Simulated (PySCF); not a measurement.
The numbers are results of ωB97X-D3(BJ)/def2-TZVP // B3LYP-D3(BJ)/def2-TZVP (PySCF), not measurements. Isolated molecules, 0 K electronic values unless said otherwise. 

Reference species (SMILES): `[GaH3]` (neutral, multiplicity 1).

- HOMO: -11.11 eV
- HOMO–LUMO gap: 11.19 eV

Changed species: `[CH3][Ga]([CH3])[CH3]` (0 of 3 CH3 replaced by H; the reference has 3 of 3 CH3 replaced by H).

**Question.** What does the change do to the HOMO and HOMO–LUMO gap?

**Answer.** the HOMO increases by 1.30 eV, to -9.81 eV; the HOMO–LUMO gap hardly moves.
